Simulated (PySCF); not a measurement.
# Levels of Sb⁴⁰⁺ from EOM-EA-GCCSD

Reference: closed-shell Sb⁴¹⁺, [Ne]; one electron is added. Calculated with PySCF 2.14, two-component X2C-1e with screened spin-orbit coupling, an uncontracted even-tempered set (17 s from 4.8 bohr⁻², ratio 2.6; 13 p from 6.2 bohr⁻², ratio 2.6; 6 d from 6.4 bohr⁻², ratio 2.8; 3 f from 150 bohr⁻², ratio 2.8); frozen 1s2; the 52 highest virtual spinors dropped; of the others 44 kept and the rest restored at second order. No Breit or QED terms. Binding energies in eV.

| level | Koopmans | second order | EOM-CCSD |
| --- | --- | --- | --- |
| 3s1/2 | 2900.1 | 2900.9 | 2900.9 |
| 3p1/2 | 2808.0 | 2808.9 | 2808.9 |
| 3p3/2 | 2741.0 | 2741.8 | 2741.8 |
| 3d3/2 | 2621.9 | 2622.6 | 2622.6 |
| 3d5/2 | 2607.3 | 2607.9 | 2607.9 |

Electric-dipole lines between these computed levels:

```
lower  upper  ΔE (eV)  vacuum wavelength (nm)
3s1/2  3p1/2   92.028                   13.47
3s1/2  3p3/2   159.10                   7.793
3p1/2  3d3/2   186.31                   6.655
3p3/2  3d3/2   119.24                   10.40
3p3/2  3d5/2   133.94                   9.257
```

For comparison, the ionisation energy of Sb⁴⁰⁺ is 2900 ± 0.5 eV (semi-empirical (NIST evaluation); NIST Atomic Spectra Database, ionization energies).

Only part of the computed levels is shown.
